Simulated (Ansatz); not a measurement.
Molecule (SMILES): [BH2] (BH2), doublet.
Atoms: B1, H2, H3. Bonds: B1-H2, B1-H3.

Basis-set convergence of the harmonic zero-point energy at MP2 with Ansatz (an electronic-structure program). Each level at its own minimum, finite differences of forces, unscaled; the reference is a large set that could be run, not a limit. Cartesian d functions, on some or all atoms, in 6-31G*, 6-31+G*; all else is spherical. Cores are frozen. Open shells are unrestricted. No added dispersion term, no relativity. Reference: the value in def2-QZVPPD, 9.30 kcal/mol, itself unsure by roughly 0.01 kcal/mol (its mean distance from pcseg-3, def2-QZVPP, cc-pVQZ). Deviations are taken from unrounded values.

| basis | functions | harmonic zero-point energy (kcal/mol) |
|---|---|---|
| 6-31G* | 19 | 9.46 |
| 6-31+G* | 23 | 9.43 |
| cc-pVDZ | 24 | 9.28 |
| aug-cc-pVDZ | 41 | 9.21 |
| def2-SVP | 24 | 9.36 |
| def2-SVPD | 36 | 9.31 |
| pcseg-1 | 24 | 9.53 |
| aug-pcseg-1 | 41 | 9.47 |
| 6-311G** | 30 | 9.27 |
| 6-311+G** | 34 | 9.27 |
| def2-TZVP | 43 | 9.30 |
| def2-TZVPD | 55 | 9.28 |
| cc-pVTZ | 58 | 9.29 |
| aug-cc-pVTZ | 92 | 9.28 |
| pcseg-2 | 58 | 9.36 |
| aug-pcseg-2 | 92 | 9.34 |
| def2-TZVPP | 59 | 9.30 |
| def2-TZVPPD | 71 | 9.29 |
| def2-QZVPP | 117 | 9.30 |
| def2-QZVPPD | 129 | 9.30 |

What the diffuse functions change, pair by pair:
- 6-31G* to 6-31+G*: 4 more functions, deviation 0.17 to 0.14 kcal/mol
- cc-pVDZ to aug-cc-pVDZ: 17 more functions, deviation -0.02 to -0.08 kcal/mol
- def2-SVP to def2-SVPD: 12 more functions, deviation 0.06 to 0.01 kcal/mol
- pcseg-1 to aug-pcseg-1: 17 more functions, deviation 0.24 to 0.18 kcal/mol
- 6-311G** to 6-311+G**: 4 more functions, deviation -0.03 to -0.03 kcal/mol
- def2-TZVP to def2-TZVPD: 12 more functions, deviation 0.00 to -0.02 kcal/mol
- cc-pVTZ to aug-cc-pVTZ: 34 more functions, deviation 0.00 to -0.02 kcal/mol
- pcseg-2 to aug-pcseg-2: 34 more functions, deviation 0.06 to 0.04 kcal/mol
- def2-TZVPP to def2-TZVPPD: 12 more functions, deviation 0.00 to 0.00 kcal/mol
- def2-QZVPP to def2-QZVPPD: 12 more functions, deviation 0.00 to 0.00 kcal/mol

Leaving out the reference's own pair, they bring the value nearer the reference by more than 0.01 kcal/mol in 4 of 9 pairs.
